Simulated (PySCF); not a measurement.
# Dipole moment and polarisability of `[H]/N=C/Cc1ccnnc1`

Species: C6H7N3.
Cartesian coordinates in Å at the GFN2-xTB level; atoms count from 1:
```xyz
16
C6H7N3 angstrom
N      2.9017    0.3417   -0.1692
C      1.9279   -0.4192   -0.3652
C      1.0238   -0.7843    0.7750
C     -0.3479   -0.2483    0.4903
C     -0.7868    0.9669    0.9881
C     -2.0651    1.3823    0.6224
N     -2.8468    0.6788   -0.1734
N     -2.4413   -0.4613   -0.6439
C     -1.2489   -0.9278   -0.3371
H      3.4715    0.5603   -0.9830
H      1.6385   -0.8521   -1.3336
H      0.9845   -1.8729    0.8594
H      1.4261   -0.3518    1.6908
H     -0.1622    1.5686    1.6312
H     -2.4798    2.3160    0.9752
H     -1.0026   -1.8879   -0.7708
```

Level: B3LYP/def2-SVPD (PySCF), static field, nuclei fixed, core orbitals frozen in the response. The polarisability tensor in these axes (au):

```
x   110.91  -3.95   4.66
y    -3.95  84.59  11.22
z     4.66  11.22  71.23
```

Q: What are the eigenvalues, a third of the trace, and Δα (Δα² = ½Σ(αi − αj)² over the three pairs)?

A: Principal values 64.08, 90.91 and 111.74 au; mean 88.91 au = 13.18 Å³ = 14.66 × 10⁻⁴⁰ C²·m²/J; Δα = 41.39 au (47 % of the mean).

Q: What is the dipole moment, and where does it point?

A: (3.18, -0.52, 0.74) D, 3.30 D in size, pointing from the negative to the positive side. Measured along this direction, the outermost atoms are N7 at the negative end and H10 at the positive end.

Q: Find the Langevin capture rate constant for H3O+ (19.018 u) meeting this molecule (121.064 u), k = 2.342 × 10⁻⁹ cm³/s × √(α in Å³ / reduced mass in u).

A: The reduced mass is 16.44 u, so k = 2.10 × 10⁻⁹ cm³/s. The formula leaves out the permanent dipole, which adds to the capture rate.

Q: Give the principal axes and the span of the nuclei along them.

A: Largest value along (0.99, -0.11, 0.08), where the nuclei span 6.20 Å; middle along (0.05, 0.86, 0.50), 4.43 Å; least along (-0.13, -0.49, 0.86), 3.10 Å. The response follows the extents in order.

Q: In a dilute gas of rigid molecules at 500 K, how does the orientational term μ²/3kT compare with the electronic polarisability?

A: In Gaussian units μ²/3kT = 52.71 Å³ against 13.18 Å³, a ratio of 4.00; the Debye molar polarisation (4π/3)N_A(α + μ²/3kT) is 166.2 cm³/mol, leaving out the vibrational part.

Q: Give the eigenvalues of the traceless quadrupole moment Θ = ½Σq(3rr − r²1), origin at the centre of nuclear charge.

A: -24.15, 7.60, 16.55 D·Å. The values depend on the origin, since the dipole doesn't vanish. The electronic extent ⟨r²⟩ about the same centre is 1265 bohr², a root-mean-square distance of 2.35 Å for the 64 electrons.

Q: Estimate the molar refractivity from the static electronic polarisability.

A: Lorentz–Lorenz: R = (4π/3)N_A α = 2.5225 cm³/(mol·Å³) × 13.18 Å³ = 33.2 cm³/mol, in the limit of long wavelengths.

One conformer (not necessarily the lowest) at the GFN2-xTB geometry, without solvent, vibrations or thermal averaging.
